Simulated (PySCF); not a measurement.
**Computed data sheet: `C#C[SiH2]C(C)(C)C`**

C6H12Si.
SMILES with atom numbers: `[CH:1]#[C:2][SiH2:3][C:4]([CH3:5])([CH3:6])[CH3:7]` (hydrogens: H8 on C1; H9, H10 on Si3; H11, H12, H13 on C5; H14, H15, H16 on C6; H17, H18, H19 on C7)

Cartesian coordinates in Å at the PBE0-D3(BJ)/def2-SVP level; atoms count from 1:
```xyz
19
C6H12Si angstrom
C      3.5193    0.0424   -0.0708
C      2.4260    0.5781   -0.0556
Si     0.7409    1.3162   -0.0243
C     -0.5699   -0.0570    0.0999
C     -1.9508    0.6041    0.1273
C     -0.4489   -0.9778   -1.1168
C     -0.3411   -0.8539    1.3864
H      4.4892   -0.4225   -0.0856
H      0.6495    2.2356    1.1511
H      0.5490    2.1111   -1.2760
H     -2.1448    1.1914   -0.7849
H     -2.0684    1.2761    0.9930
H     -2.7407   -0.1644    0.1979
H     -1.2032   -1.7826   -1.0621
H     -0.6136   -0.4342   -2.0610
H      0.5433   -1.4531   -1.1698
H      0.6532   -1.3276    1.3999
H     -1.0954   -1.6553    1.4778
H     -0.4243   -0.2187    2.2830
```

Among its groups: alkyne, Si–H bond and C–Si bond.

**PBE0-D3(BJ)/def2-SVP geometry optimisation, gas phase (PySCF)**

```yaml
Point_group: Cs
Rotational_constants_A_B_C: 3.412, 1.364, 1.258 GHz
```

From CAM-B3LYP/def2-SVPD ground state, ΔSCF and vertical TDDFT (core frozen in the response) (PySCF):

```yaml
Dipole_moment: 0.77 D
HOMO_energy: -9.05 eV
LUMO_energy: 0.98 eV
HOMO–LUMO_gap: 10.03 eV
Lowest_singlet_excitation: 5.98 eV (207 nm, f = 0.000)
Strongest_line_among_the_10_lowest_singlet_transitions: S9 at 8.31 eV (149 nm, f = 0.213)
Lowest_triplet_excitation_Tamm–Dancoff: 4.91 eV
Static_isotropic_polarisability: 98.0 au
Vertical_ionisation_energy: 9.68 eV
Electronic_spatial_extent_⟨r²⟩_about_the_centre_of_nuclear_charge: 1100 bohr²
```

**B3LYP/pcSseg-1 ground state and GIAO shieldings, non-relativistic (PySCF)**

```yaml
13C_chemical_shifts_computed_TMS_as_zero_by_class: 102.2 (C1), 84.8 (C2), 28.3 (C5/C6/C7), 19.7 (C4) ppm
1H_chemical_shifts_computed_TMS_as_zero_by_class: 4.03 (H9/H10), 2.23 (H8), 1.08 (H11/H12/H13/H14/H15/H16/H17/H18/H19) ppm
Isotropic_shieldings_of_nuclei_other_than_C_and_H_by_class: 385 (Si3) ppm
```

Monoisotopic mass (most abundant isotopes): 112.0708 u.

The rotational constants make it an asymmetric top with κ = (2B − A − C)/(A − C) = -0.90, nearer the prolate limit (−1). The largest Löwdin shares of the HOMO are 0.23 on C4, 0.15 on C2, 0.15 on C1 and 0.15 on Si3. The polarisability is 14.52 Å³ as a volume (1 au = 0.148185 Å³), or 1.58 au for each of the 62 electrons. With B = h/(8π²I), that is 505.379 GHz u Å² over I, the principal moments of inertia are 148.1, 370.6 and 401.7 u Å² (most abundant isotopes); the inertial defect Ic − Ia − Ib is -117.0 u Å² (zero for a rigid planar frame, negative otherwise). The vertical singlet–triplet gap S1 − T1 is 1.07 eV (TDDFT singlet less Tamm–Dancoff triplet; S1: HOMO−1→LUMO, weight 0.42, beside HOMO→LUMO+1, weight 0.21; T1: HOMO−1→LUMO+1, weight 0.40). A dipole of 0.77 D is allowed in Cs, and pure rotational transitions are dipole-allowed. S1 lies 4.05 eV below the HOMO–LUMO gap; its leading configuration is HOMO−1→LUMO, weight 0.42, beside HOMO→LUMO+1, weight 0.21.

 NMR classes are plain means over equivalent atoms (diastereotopic ones count apart unless rotation or inversion swaps them), as if these changed places fast; in this geometry the members of some classes differ.

For the TDDFT job (CAM-B3LYP/def2-SVPD), hardware: Arm Neoverse V1, one thread, no GPU, shared host. Cost: 4.8 min of wall time, 1.3 GiB resident at most.
